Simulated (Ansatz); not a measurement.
Cartesian coordinates (Å):
```xyz
5

C      1.9578    -0.1013     0.1192
N      0.8044    -0.0076    -0.0717
C     -0.5738     0.0323    -0.3292
O     -1.2536     0.9772    -0.0792
H     -0.9348    -0.9006    -0.7809
```
Charge +1, spin multiplicity 2.

Level of theory: frozen-core CCSD(T)/cc-pVTZ // B3LYP-D3(BJ)/def2-TZVP (Ansatz, a program for electronic structure). The geometry is that of the parent before the electron was removed.

The HF energy comes out as -205.26934 Ha and the MP2 correlation energy comes out as -0.62368 Ha.

Problem. Estimate the CCSD correlation energy, the (T) correction, the total energy and the T1 diagnostic.

Solution. 
* **CCSD correlation energy**: -0.65467 Ha
* **(T) correction**: -0.03460 Ha
* **CCSD(T) total energy**: -205.95861 Ha
* **T1 diagnostic**: 0.041
